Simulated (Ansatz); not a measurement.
Input file for Ansatz (an electronic-structure program): R-wB97X-V/def2-TZVPP on C9H12 (SMILES CCCc1ccccc1).

Ansatz 0.2 input:
```yaml
crystal:
  periodic: [false, false, false]
  atoms:
    - {symbol: C, position_ang: [2.36933753, 0.52618498, -0.69126449]}
    - {symbol: C, position_ang: [2.06089880, -0.78821724, 0.01865128]}
    - {symbol: C, position_ang: [1.00445374, -0.65316179, 1.12793819]}
    - {symbol: C, position_ang: [-0.34635791, -0.22643210, 0.61458329]}
    - {symbol: C, position_ang: [-0.79059343, 1.08780657, 0.74913373]}
    - {symbol: C, position_ang: [-2.02129756, 1.48443782, 0.23806353]}
    - {symbol: C, position_ang: [-2.83155782, 0.56721389, -0.41886191]}
    - {symbol: C, position_ang: [-2.40247649, -0.74839664, -0.55779583]}
    - {symbol: C, position_ang: [-1.17225850, -1.13792791, -0.04534309]}
    - {symbol: H, position_ang: [2.73399757, 1.27650150, 0.01507087]}
    - {symbol: H, position_ang: [1.48015704, 0.93273303, -1.17537225]}
    - {symbol: H, position_ang: [3.13522620, 0.38903523, -1.45652236]}
    - {symbol: H, position_ang: [2.97681061, -1.19216971, 0.45929012]}
    - {symbol: H, position_ang: [1.71620445, -1.52676765, -0.71092232]}
    - {symbol: H, position_ang: [0.90982161, -1.61297056, 1.64274244]}
    - {symbol: H, position_ang: [1.35618373, 0.06887763, 1.86980265]}
    - {symbol: H, position_ang: [-0.16389900, 1.80888168, 1.26023657]}
    - {symbol: H, position_ang: [-2.34703197, 2.51039201, 0.35461239]}
    - {symbol: H, position_ang: [-3.79094897, 0.87259162, -0.81601536]}
    - {symbol: H, position_ang: [-3.02939133, -1.47239680, -1.06290159]}
    - {symbol: H, position_ang: [-0.84727833, -2.16621553, -0.15513165]}
basis:
  gaussian:
    orbitals: def2-TZVPP
hamiltonian:
  xc: {name: wB97X-V}
scf: {lower_state_search: off}
```

### Question
Predict the final total energy.

### Answer
-350.2185 hartree.

### Question
How many basis functions does it have, and what does it roughly cost on one machine?

### Answer
447 functions; about 40 core-seconds (a rough figure).
